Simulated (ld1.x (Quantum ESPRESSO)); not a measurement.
# u(r) = r·R(r): atom against pseudo-atom (Se)

Columns: radius, all-electron u(r) and pseudo u(r) of the 4p shell (level -25.55 eV) of selenium in the configuration [Ar] 3d10 4s2 4p2; PW91, scalar-relativistic, TM scheme, ld1.x (Quantum ESPRESSO) 7.5.

```
r (bohr)  all-electron  pseudo
   0.085        0.2156  0.0035
   0.170        0.1105  0.0140
   0.255       -0.1356  0.0316
   0.340       -0.3094  0.0563
   0.425       -0.3647  0.0881
   0.510       -0.3236  0.1273
   0.595       -0.2221  0.1736
   0.680       -0.0903  0.2268
   0.765        0.0511  0.2862
   0.850        0.1891  0.3508
   0.935        0.3161  0.4186
   1.020        0.4281  0.4875
   1.105        0.5238  0.5545
   1.190        0.6028  0.6166
   1.275        0.6659  0.6711
   1.360        0.7143  0.7158
   1.445        0.7493  0.7496
   1.530        0.7724  0.7724
   1.615        0.7849  0.7849
   1.700        0.7882  0.7882
   1.785        0.7837  0.7837
   1.870        0.7727  0.7727
   1.955        0.7562  0.7562
   2.040        0.7354  0.7354
   2.125        0.7111  0.7111
   2.210        0.6841  0.6841
```

(1) How many radial nodes do the two functions have?

(2) At about which radius was the pseudo-wave matched?

(3) Is the pseudo-wave norm-conserving?

Answers

(1) The all-electron 4p function has n − l − 1 = 2; the pseudo-wave has 0, since the states of the same l below it are removed with the core.

(2) 1.70 bohr. The columns agree to 0.0005 from 1.45 bohr on; several derivatives are matched, so the curves merge somewhat inside the radius.

(3) Yes: the TM scheme keeps the norm inside the radius equal to the all-electron one, which fixes the energy derivative of the logarithmic derivative at the level.
